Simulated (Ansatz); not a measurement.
```yaml
crystal:
  periodic: [false, false, false]
  atoms:
    - {symbol: C, position_ang: [0.475656, -2.872180, 0.759600]}
    - {symbol: C, position_ang: [1.503622, -2.448467, -0.267080]}
    - {symbol: O, position_ang: [1.756711, -1.061743, -0.265480]}
    - {symbol: In, position_ang: [0.285426, 0.252736, -0.380818]}
    - {symbol: O, position_ang: [-1.588012, -0.341207, -0.576052]}
    - {symbol: C, position_ang: [-2.641879, 0.580350, -0.771303]}
    - {symbol: C, position_ang: [-3.958174, -0.146987, -0.625539]}
    - {symbol: O, position_ang: [0.636118, 2.195534, -0.348627]}
    - {symbol: C, position_ang: [1.925950, 2.709183, -0.109837]}
    - {symbol: C, position_ang: [2.596688, 2.110727, 1.107812]}
    - {symbol: H, position_ang: [-0.502438, -2.426401, 0.543373]}
    - {symbol: H, position_ang: [0.347050, -3.958138, 0.758305]}
    - {symbol: H, position_ang: [0.788282, -2.567534, 1.761901]}
    - {symbol: H, position_ang: [1.188919, -2.787341, -1.264407]}
    - {symbol: H, position_ang: [2.461757, -2.938647, -0.054091]}
    - {symbol: H, position_ang: [-2.580300, 1.034290, -1.770543]}
    - {symbol: H, position_ang: [-2.593019, 1.405845, -0.047443]}
    - {symbol: H, position_ang: [-4.027747, -0.957781, -1.353869]}
    - {symbol: H, position_ang: [-4.048736, -0.577282, 0.374197]}
    - {symbol: H, position_ang: [-4.795841, 0.537235, -0.786538]}
    - {symbol: H, position_ang: [2.570301, 2.569600, -0.989625]}
    - {symbol: H, position_ang: [1.809356, 3.791324, 0.029011]}
    - {symbol: H, position_ang: [1.981995, 2.266625, 1.998464]}
    - {symbol: H, position_ang: [2.762143, 1.034738, 0.975844]}
    - {symbol: H, position_ang: [3.572872, 2.571323, 1.283246]}
basis:
  gaussian: {orbitals: def2-TZVP}
magnetization: {spin_polarized: true, initial_magnetization: 1}
hamiltonian: {xc: {name: revPBE}}
accuracy: high
```

```sh
$ ansatz run in.yaml --threads 4 --pin off --events-out ev --progress --plain --max-ram 46080MiB --backend cuda --devices 0, --max-vram 37GiB
```

Output, abridged:

```
Error: a molecule whose nuclei and cores have a total charge of 96 cannot have a net charge of 0 together with 1 unpaired electrons
```

Something in this input is off. What?

The number of unpaired electrons doesn't fit the electron count. The input was rejected before any iteration.
